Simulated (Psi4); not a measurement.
Interaction energy of H3N ··· H3ClSi (SMILES N and [SiH3]Cl). Monomers: optimised at B3LYP-D3(BJ) (def2-TZVP), held rigid. Orientation: lowest of the rigid-body minima from ten starts at GFN2-xTB. Only R, the distance of the centres of mass, is varied, so the lowest point isn't the relaxed dimer.

- PBE/def2-TZVP, counterpoise-corrected (Psi4)
- PBE-D3(BJ)/def2-TZVP, counterpoise-corrected (Psi4)
- SAPT0/jun-cc-pVDZ, frozen core (Psi4)

Interaction energies in kcal/mol; the last columns give the difference from SAPT0:

```tsv
R / Å	PBE/def2-TZVP	PBE-D3(BJ)/def2-TZVP	SAPT0/jun-cc-pVDZ	PBE/def2-TZVP − SAPT0/jun-cc-pVDZ	PBE-D3(BJ)/def2-TZVP − SAPT0/jun-cc-pVDZ
2.36	10.68	8.66	10.64	0.03	-1.98
2.60	3.32	1.48	3.02	0.30	-1.54
2.83	-0.02	-1.66	-0.52	0.50	-1.15
2.99	-1.14	-2.64	-1.72	0.57	-0.93
3.17	-1.73	-3.06	-2.33	0.60	-0.73
3.41	-1.89	-2.99	-2.47	0.57	-0.53
3.72	-1.66	-2.49	-2.15	0.49	-0.34
3.98	-1.37	-2.01	-1.77	0.41	-0.23
4.51	-0.85	-1.21	-1.12	0.27	-0.09
5.18	-0.45	-0.62	-0.63	0.18	0.01
6.15	-0.19	-0.25	-0.31	0.12	0.06
7.53	-0.08	-0.10	-0.14	0.06	0.04
```

PBE/def2-TZVP is furthest from SAPT0/jun-cc-pVDZ at 3.17 (0.60 kcal/mol, above); its mean absolute difference over the points is 0.34 kcal/mol.

PBE-D3(BJ)/def2-TZVP is furthest from SAPT0/jun-cc-pVDZ at 2.36 (-1.98 kcal/mol, below); its mean absolute difference over the points is 0.63 kcal/mol.
